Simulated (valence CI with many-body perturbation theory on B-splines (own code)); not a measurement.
Results of a calculation; reference values are marked as such.
**Nd29+: input, log and results**

The program does CI of the valence electrons with many-body perturbation theory for a frozen closed Dirac-Fock core.

Command, and the settings that its task file holds:

```sh
python run_cv.py task.json out
```

```
atom Nd  Z=60  mass_number=142  rms_radius_fm=4.9123
core [Ar] 3d10 4s1
valence 4s2 4p1
avg = 1
basis = S
breit = 1
cap = 10000
capref = 1200
cscale = 1
de = 0.0
dress = 0
eps = 2e-08
extrap = 1
h = 0.27
hh = 1
l2 = 3
lcore = 6
maxit = 60
n2 = 5
natural = 1
nlev = 21
nno = [3, 3, 3, 2, 1]
nroot = 26
nsp = [3, 3, 2, 1, 0]
pt2 = 1
qed = 1
rpa = 1
s1 = 1
s2 = 1
s3 = 1
screen = 1
tol = 2e-05
whole = 1
```

**Question.** What became of the run, and why?

**Answer.** It gave no result: the perturbation theory needs a core of closed shells. The program said: "the core must hold closed shells only".
